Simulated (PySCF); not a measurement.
C₄H₄F₄O₂.
Atom-mapped SMILES: `[F:1][CH:2]([F:3])[C@@H:4]1[O:5][C@@H:6]([F:7])[O:8][C@@H:9]1[F:10]`

Probes without a nucleus sit at each ring's centroid and 1 Å off its mean plane on both sides; NICS is minus the shielding there, NICSzz its component along the normal. Level: GIAO PBE0/pcSseg-1 (PySCF, non-relativistic, gas phase) on the GFN2-xTB geometry, one conformer.

Ring bond lengths (Å), with Mayer bond orders in brackets: C4–O5 1.418 (0.85), O5–C6 1.361 (1.05), C6–O8 1.381 (0.99), O8–C9 1.386 (0.97), C9–C4 1.546 (0.97).

**Question.** What do the NICS probes read (ppm)?

**Answer.** 
```csv
ring,type,NICS(0),"NICS(1), two faces","NICS(1)zz, two faces",rms pucker (Å),"centre to ring atoms, mean (Å)"
C4–O5–C6–O8–C9,5-membered ring with 2 O; formal bonds all single,-9.0,-3.6 / -3.5,-6.3 / -5.8,0.14,1.19
```

**Question.** What can be read from them?

**Answer.** 
- C4–O5–C6–O8–C9: mean NICS(1)zz -6.1 ppm, shielded. C4, C6, C9 have four or more neighbours, and the NICS criterion for π rings isn't applied. NICS(0) lies 5 ppm below the mean NICS(1).
